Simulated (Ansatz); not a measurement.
System: C4H9N, net charge 0, singlet state. 
Coordinates optimised at B3LYP-D3(BJ)/def2-TZVP (Ansatz, a first-principles code):
```xyz
14

C     -1.5398     0.2655     0.2709
C     -0.6234    -0.9815     0.2024
C      0.5971    -0.0373     0.2786
C     -0.3237     1.1240    -0.1576
N      1.7132    -0.3468    -0.6022
H     -1.8557     0.4849     1.2912
H     -2.4165     0.2798    -0.3747
H     -0.6644    -1.4556    -0.7791
H     -0.7297    -1.7420     0.9762
H      0.8911     0.1004     1.3288
H     -0.1838     2.0937     0.3203
H     -0.2801     1.2446    -1.2408
H      2.1797    -1.1960    -0.3002
H      2.4060     0.3942    -0.5721
```
Charge 0, spin multiplicity 1.

Dipole moments at this geometry, in debye (magnitudes).

| level | program | dipole (D) |
|---|---|---|
| SVWN5/def2-TZVPD | Ansatz | 1.23 |
| BLYP/def2-TZVPD | Ansatz | 1.19 |
| revPBE/def2-TZVPD | Ansatz | 1.18 |
| r2SCANh/def2-TZVPD | Ansatz | 1.21 |
| r2SCAN0/def2-TZVPD | Ansatz | 1.23 |
| CAM-B3LYP/def2-TZVPD | Ansatz | … |
| LC-wPBE/def2-TZVPD | Ansatz | 1.28 |
| wB97X-V/def2-TZVPD | Ansatz | 1.25 |
| CCSD(T)/aug-cc-pVDZ | Ansatz | … |

**Question.** What belongs in the gaps?

**Answer.** 
- CAM-B3LYP/def2-TZVPD, dipole (D): 1.26
- CCSD(T)/aug-cc-pVDZ, dipole (D): 1.23
